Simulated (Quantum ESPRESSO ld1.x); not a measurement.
The numbers below are computed, except where a source is named.
Question: Excited configurations of the gadolinium ion Gd3+: one electron is placed in a higher orbital outside [Xe] 4f6. The ground configuration is [Xe] 4f7. Code: ld1.x of Quantum ESPRESSO 7.5. Model: scalar-relativistic Kohn-Sham, LDA (Slater exchange, VWN5 correlation), spin-polarised, spherical densities, point nucleus; open shells are filled with parallel spins first. Excitation = E - E(ground); binding = E(ion) - E, where the ion is the core of charge +4; n* = 4/sqrt(2 binding) in atomic units, and the quantum defect is n - n*.

outer orbital  excitation (eV)  binding (eV)     n*  quantum defect  eigenvalue (eV)  <r> (bohr)
6s                      16.590        29.107  2.735           3.265          -25.800       2.961
6p                      22.451        23.247  3.060           2.940          -20.538       3.456
6d                      29.808        15.890  3.701           2.299          -13.981       4.618
6f                      36.171         9.526  4.780           1.220           -8.308       7.221
7p                      32.498        13.200  4.061           2.939          -11.801       6.162

Estimate the row for 7d.

Answer: excitation (eV) 35.811; binding (eV) 9.887; n* 4.692; quantum defect 2.308; eigenvalue (eV) -8.808; <r> (bohr) 7.781. The Delta-SCF ionisation energy is 45.697 eV (NIST Atomic Spectra Database: 44.4 eV, semi-empirical). Self-interaction in the functional shifts the binding energies and quantum defects, so they are the method's values and not measured ones. Open shells are spherical and high-spin; term and fine-structure splittings are not resolved. Spin-orbit splitting is averaged out at the scalar-relativistic level.
